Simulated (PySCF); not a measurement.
C7H12OSi2.
Numbering: `[CH:1]#[C:2][Si@H:3]1[CH:4]=[C:5]([CH:6]([CH3:7])[CH3:8])[SiH2:9][O:10]1`

Geometry (GFN2-xTB, Å), atoms numbered from 1 in this order:
```
atom  x, y, z in Å
C1     4.432    1.210   -0.358
C2     3.559    0.696    0.287
Si3    2.219   -0.075    1.306
C4     0.508    0.602    0.909
C5    -0.321   -0.297    0.365
C6    -1.757   -0.057   -0.016
C7    -1.969   -0.409   -1.491
C8    -2.245    1.364    0.257
Si9    0.506   -1.992    0.140
O10    1.962   -1.617    0.781
H11    5.197    1.653   -0.929
H12    2.583   -0.167    2.717
H13    0.207    1.618    1.118
H14   -2.364   -0.749    0.584
H15   -1.734   -1.454   -1.675
H16   -1.328    0.205   -2.119
H17   -3.005   -0.232   -1.776
H18   -3.298    1.453   -0.005
H19   -1.683    2.081   -0.337
H20   -2.134    1.616    1.310
H21   -0.087   -3.036    0.971
H22    0.741   -2.393   -1.243
```

NICS is the negative of the GIAO shielding at a point without a nucleus: at the ring centre (0) and 1 Å above and below it (1); zz is the component along the ring normal. Level: GIAO PBE0/pcSseg-1 (PySCF, non-relativistic, gas phase) on the GFN2-xTB geometry, one conformer.

Ring bond lengths (Å), with Mayer bond orders in brackets: Si3–C4 1.883 (0.89), C4–C5 1.338 (1.91), C5–Si9 1.899 (0.85), Si9–O10 1.634 (0.95), O10–Si3 1.649 (0.94).

What do the NICS probes read (ppm)?

```
             ring                                                              type  NICS(0)  NICS(1), two faces  NICS(1)zz, two faces  rms pucker (Å)  centre to ring atoms, mean (Å)
Si3–C4–C5–Si9–O10  5-membered ring with O and 2 Si; formal bonds 1 double, 4 single     -3.9         -2.9 / -3.2           -1.4 / -3.0            0.01                            1.43
```

What can be read from them?

- Si3–C4–C5–Si9–O10: mean NICS(1)zz -2.2 ppm, near zero. Si3, Si9 have four or more neighbours, and the NICS criterion for π rings isn't applied.

What is the mean of the two in-plane components of NICS at the first NICS(1) probe listed for ring Si3–C4–C5–Si9–O10, 1 Å off the ring?

The isotropic value is a third of the trace: (3 × -2.9 − (-1.4))/2 = -3.6 ppm.

How shielded are the nuclei of the rings and their hydrogens (means over atoms taken as equivalent)?

```json
{"atoms": "Si3", "environment": "oxygen-bound silicon", "σ isotropic (ppm)": "372.3"}
{"atoms": "C4", "environment": "alkene CH carbon", "σ isotropic (ppm)": "45.4"}
{"atoms": "C5", "environment": "fully substituted alkene carbon", "σ isotropic (ppm)": "3.4"}
{"atoms": "Si9", "environment": "oxygen-bound silicon", "σ isotropic (ppm)": "363.7"}
{"atoms": "O10", "environment": "siloxane oxygen", "σ isotropic (ppm)": "301.9"}
{"atoms": "H12", "environment": "Si–H hydrogen", "σ isotropic (ppm)": "26.29"}
{"atoms": "H13", "environment": "vinylic hydrogen", "σ isotropic (ppm)": "25.05"}
{"atoms": "H21", "environment": "Si–H hydrogen", "σ isotropic (ppm)": "26.43"}
{"atoms": "H22", "environment": "Si–H hydrogen", "σ isotropic (ppm)": "26.24"}
```
